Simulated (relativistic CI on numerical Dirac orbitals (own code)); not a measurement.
**Ho50+: sensitivity of the levels to the model**

Base calculation: Dirac-Coulomb-Breit CI, separate exchange-only KLI orbitals for each configuration, model QED (radiative potential, 1s self-energy scaled to tabulated hydrogen-like ionisation energies), unscaled Slater integrals.

Configurations in the expansion (outside the closed core [Ne]): 3s2.3p5, 3s.3p6, 3s2.3p4.3d, 3s.3p5.3d, 3p6.3d, 3s.3p4.3d2, 3s2.3p3.3d.4p, 3p6.4s, 3s.3p4.3d.4s, 3s2.3p4.4s, 3p6.4p, 3s2.3p4.4p, 3s2.3p3.3d2, 3s2.3p2.3d3, 3s.3p3.3d3, 3s2.3p2.3d2.4s, 3s2.3p2.3d2.4p. Double excitations out of closed p, d and f shells are left out; levels of such configurations are missing from the list, as are those of other unlisted configurations, and high levels can miss mixing partners.

Variants: (1) P86 correlation estimate; (2) configuration mixing switched off; (3) only the first 3 configurations. Shifts of the energy above 3s2.3p5 2P°_3/2, in eV, for the lowest level and the first level of each name with at least 55 % of one term (blank where a level changes its place among those of its configuration and J or its character, or is not in the variant):

```csv
Level,Base,Δ(1),Δ(2),Δ(3)
3s2.3p5 2P°_3/2,0.000,0.000,0.000,0.000
3s2.3p5 2P°_1/2,215.990,+0.003,+1.246,+1.246
3s2.3p4.3d 2D_3/2,232.910,+0.455,-1.967,-1.967
3s2.3p4.3d 4F_9/2,260.734,+0.454,-3.345,-3.345
3s.3p6 2S_1/2,383.008,+0.305,+19.136,-0.387
3s2.3p4.3d 4D_1/2,412.970,+0.454,-2.355,-1.808
3s2.3p4.3d 2G_7/2,431.903,+0.456,-2.281,-2.281
3s2.3p4.3d 2G_9/2,480.234,+0.456,-2.247,-2.247
3s.3p5.3d 4P°_1/2,572.758,+0.705,+9.184,
```

At this charge energies of transitions that change n are usually good to better than 1 %, and those within a shell (Δn = 0) to a few per cent.

Ionisation energy from the two ground configurations alone: base 4575.59 eV; P86 correlation estimate 4577.7 eV. The NIST ASD value (theoretical) is 4576 eV.

LS names give the leading component of a level, which can be under half, so a name can repeat, a term be missing and a line seem to break the LS rules.
